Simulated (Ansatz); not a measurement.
Reaction (formal hydrolysis of the Si–F bond): `CO[SiH](F)O[SiH3]` + H₂O → `CO[SiH](O)O[SiH3]` + H–F

Gas-phase electronic energies from Ansatz, PBE0-D4/def2-TZVP geometries. CCSD(T)/CBS adds triple-zeta CCSD(T) − MP2 to the extrapolated MP2 energy (def2 sets, frozen cores). This one scheme is used for every species. DFT in def2-TZVPP. One conformer a species, not always the lowest.

Is it downhill or uphill in electronic energy at CCSD(T)/CBS, and by how much? (Estimate.)

Computed: Uphill: ΔE = +45.0 kJ/mol.

What do these levels give: r2SCAN-D4, PBE, r2SCAN, SCS-MP2/def2-TZVPP, HF/CBS(def2), CCSD/CBS(def2)? (Best estimate.)

Computed: r2SCAN-D4 46.1, PBE 45.3, r2SCAN 46.9, SCS-MP2/def2-TZVPP 45.0, HF/CBS(def2) 54.1, CCSD/CBS(def2) 46.5 kJ/mol.

Largest T1 diagnostic among the species: 0.011.

The D4 term adds −4.0 kJ/mol with B3LYP and −2.3 kJ/mol with PBE0; it sums over pairs of atoms, weighted by their polarisabilities, and B3LYP, whose exchange is more repulsive, gets the larger term. In def2-TZVPP, CCSD(T) changes the Hartree–Fock value by −8.6 kJ/mol (the triples alone add −1.4 kJ/mol) and MP2 by −10.1 kJ/mol.

B3LYP here is the variant with VWN-RPA as its local correlation; programs differ in this.
